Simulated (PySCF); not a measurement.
CH₄OSi, SMILES CO[SiH] (connectivity only; charge and spin as stated), neutral, multiplicity 1.

The structure is a stationary point at r2SCAN-D4/def2-TZVP.

Vertical ionisation energy (IE) and electron affinity (EA) in eV. Rows of orbital energies are one-electron estimates. Where ΔSCF, EOM or ADC give a negative EA the extra electron is unbound and the value depends on the basis.

```
level                                          IE    EA
-------------------------------------------  ----  ----
−ε(HOMO), −ε(LUMO), PBE0/def2-TZVPD (PySCF)  6.55  2.00
ADC(2)/aug-cc-pVDZ (PySCF)                   8.71  0.08
```

Question: Beyond the first one, list the lowest photoelectron lines from ADC(2)/aug-cc-pVDZ (PySCF) with their pole strengths (two spins summed). (Estimate from the structure and the level; the computed values follow.)

Answer: 10.28 eV (1.72), 10.39 eV (1.73), 13.86 eV (1.79), 14.99 eV (1.77), 15.22 eV (1.79).
